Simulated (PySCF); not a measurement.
**Ar⁺ (argon, charge +1) across methods**

[Ne] 3s1 3p6, 2S determinant (an excited configuration). All numbers are calculated (PySCF 2.14, scalar relativity by spin-free X2C-1e, in aug-cc-pVQZ-DK (7s6p4d3f2g, 84 functions)).

```json
{"method": "wB97X", "E (hartree)": "-528.2186", "mean ε 3s α (eV)": "-43.855", "mean ε 3p α (eV)": "-27.729", "mean ε 3p β (eV)": "-25.952", "Σ⟨r²⟩ (bohr²)": "20.44", "⟨S²⟩": "0.752"}
{"method": "UHF", "E (hartree)": "-527.40154", "mean ε 3s α (eV)": "-50.052", "mean ε 3p α (eV)": "-30.191", "mean ε 3p β (eV)": "-26.032", "Σ⟨r²⟩ (bohr²)": "20.83", "⟨S²⟩": "0.760"}
{"method": "PBE", "E (hartree)": "-528.0510", "mean ε 3s α (eV)": "-37.960", "mean ε 3p α (eV)": "-23.221", "mean ε 3p β (eV)": "-22.068", "Σ⟨r²⟩ (bohr²)": "20.50", "⟨S²⟩": "0.751"}
{"method": "BHandHLYP", "E (hartree)": "-528.1873", "mean ε 3s α (eV)": "-44.304", "mean ε 3p α (eV)": "-27.011", "mean ε 3p β (eV)": "-24.536", "Σ⟨r²⟩ (bohr²)": "20.64", "⟨S²⟩": "0.754"}
{"method": "TPSS", "E (hartree)": "-528.2550", "mean ε 3s α (eV)": "-38.522", "mean ε 3p α (eV)": "-23.434", "mean ε 3p β (eV)": "-22.137", "Σ⟨r²⟩ (bohr²)": "20.45", "⟨S²⟩": "0.751"}
{"method": "PBE0", "E (hartree)": "-528.0524", "mean ε 3s α (eV)": "-41.220", "mean ε 3p α (eV)": "-25.196", "mean ε 3p β (eV)": "-23.390", "Σ⟨r²⟩ (bohr²)": "20.51", "⟨S²⟩": "0.752"}
{"method": "PBEsol", "E (hartree)": "-527.3034", "mean ε 3s α (eV)": "-37.851", "mean ε 3p α (eV)": "-23.163", "mean ε 3p β (eV)": "-22.031", "Σ⟨r²⟩ (bohr²)": "20.51", "⟨S²⟩": "0.751"}
{"method": "LDA", "E (hartree)": "-526.6229", "mean ε 3s α (eV)": "-37.838", "mean ε 3p α (eV)": "-23.257", "mean ε 3p β (eV)": "-22.200", "Σ⟨r²⟩ (bohr²)": "20.54", "⟨S²⟩": "0.751"}
```

Q: Estimate the same row for r2SCAN.

A: E (hartree) = -528.1803; mean ε 3s α (eV) = -39.360; mean ε 3p α (eV) = -23.882; mean ε 3p β (eV) = -22.310; Σ⟨r²⟩ (bohr²) = 20.48; ⟨S²⟩ = 0.753.
